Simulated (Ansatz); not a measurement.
`[SiH3]N([SiH3])[Si]Cl`. The species carries charge 0 and has multiplicity 1.

Z-matrix (Å, degrees):
```
Si
N 1 1.762
H 1 1.481 2 111.3
H 1 1.489 2 105.5 3 117.9
H 1 1.481 2 111.3 3 -124.2
Si 2 1.755 1 116.8 3 -117.7
Si 2 1.723 1 126.0 3 62.2
H 6 1.486 2 107.2 1 -180.0
H 6 1.484 2 110.4 1 -60.3
H 6 1.484 2 110.4 1 60.3
Cl 7 2.112 2 100.1 1 -0.1
```

List the harmonic frequencies (cm⁻¹, unscaled) at PBE0-D4/def2-TZVP in Ansatz. (An estimate is asked.)

The calculation gave: 71, 133, 151, 177, 192, 215, 251, 483, 500, 647, 674, 676, 726, 918, 938, 943, 949, 953, 954, 969, 1016, 2210, 2230, 2236, 2238, 2252, 2259.

Is this a minimum?

Yes, all 27 modes are real.

Give the ideal-gas thermochemistry at 298.15 K and 1 bar (rigid rotor, harmonic oscillator; point group Cs, symmetry number 1).

Zero-point energy 155.3 kJ/mol; H(298) − E = 179.9 kJ/mol; entropy 381.3 J/(mol·K), of which translation 170.5, rotation 120.6, vibration 90.3; G(298) − E = 66.2 kJ/mol. Modes under 100 cm⁻¹ are hindered rotations or soft bends, so the harmonic entropy is rough.
